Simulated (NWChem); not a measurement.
System meant: SbBr2Cl; SMILES [Cl][Sb]([Br])[Br]

Here is an NWChem input.

```
start job
memory heap 200 mb stack 900 mb global 1100 mb
geometry units angstroms noautoz
  Sb    -0.499212     0.631602     0.000000
  Cl    -2.147316    -1.067624     0.000000
  Br     0.902703    -0.215235    -1.911353
  Br     0.902703    -0.215235     1.911353
end
basis spherical
  * library def2-svp
end
dft
  xc pbe0
  iterations 150
  mulliken
end
task dft energy
```

End of the output:

```
             Grid Information
             ----------------
          Grid used for XC integration:  medium
          Radial quadrature: Mura-Knowles
          Angular quadrature: Lebedev.
          Tag              B.-S. Rad. Rad. Pts. Rad. Cut. Ang. Pts.
          ---              ---------- --------- --------- ---------
          Sb                  1.45      123           8.0       590
          Cl                  1.00       88          10.0       590
          Br                  1.15      112          10.0       590
          Grid pruning is: on
          Number of quadrature shells:   323
          Spatial weights used:  Erf1

          Convergence Information
          -----------------------
          Convergence aids based upon iterative change in
          total energy or number of iterations.
          Levelshifting, if invoked, occurs when the
          HOMO/LUMO gap drops below (HL_TOL):  1.00D-02
          DIIS, if invoked, will attempt to extrapolate
          using up to (NFOCK): 10 stored Fock matrices.

                    Damping( 0%)  Levelshifting(0.5)       DIIS
                  --------------- ------------------- ---------------
          dE  on:    start            ASAP                start
          dE off:    2 iters        150 iters           150 iters

      Screening Tolerance Information
      -------------------------------
          Density screening/tol_rho:  1.00D-10
          AO Gaussian exp screening on grid/accAOfunc:  14
          CD Gaussian exp screening on grid/accCDfunc:  20
          XC Gaussian exp screening on grid/accXCfunc:  20
          Schwarz screening/accCoul:  1.00D-08

      Superposition of Atomic Density Guess
      -------------------------------------

      charge =      51.0 Sb (Antinomy)

      symmetry species            s     p     d     f
      number of basis functions =10     7     6
      number of cont. functions = 4     4     2
      number of closed shells   = 5     3     2
      number of open shells     = 0     1     0
      open shell occupation     = 0     3     0
 ------------------------------------------------------------------------
 atomscf:atomd: error in atom scf                   0
 ------------------------------------------------------------------------
 ------------------------------------------------------------------------
  current input line :
    17: task dft energy
 ------------------------------------------------------------------------
 ------------------------------------------------------------------------
 This error has not yet been assigned to a category
 ------------------------------------------------------------------------
 For more information see the NWChem manual at https://nwchemgit.github.io

0:atomscf:atomd: error in atom scf:Received an Error in Communication
```

**Question.** Can this run be used? If not, why, and what is the fix?

**Answer.** The program stopped with an error. Cause: the def2 basis of a heavy element holds valence functions alone and wants its effective core potential (without it all electrons must fit into that basis). This input runs:
```
start job
memory heap 200 mb stack 900 mb global 1100 mb
geometry units angstroms noautoz
  Sb    -0.499212     0.631602     0.000000
  Cl    -2.147316    -1.067624     0.000000
  Br     0.902703    -0.215235    -1.911353
  Br     0.902703    -0.215235     1.911353
end
basis spherical
  Sb library def2-svp
  Cl library def2-svp
  Br library def2-svp
end
ecp
  Sb library def2-ecp
end
dft
  xc pbe0
  iterations 150
  mulliken
end
task dft energy
```
It converges to -5847.37653 Ha (PBE0/def2-SVP with def2 effective core potentials on Sb).
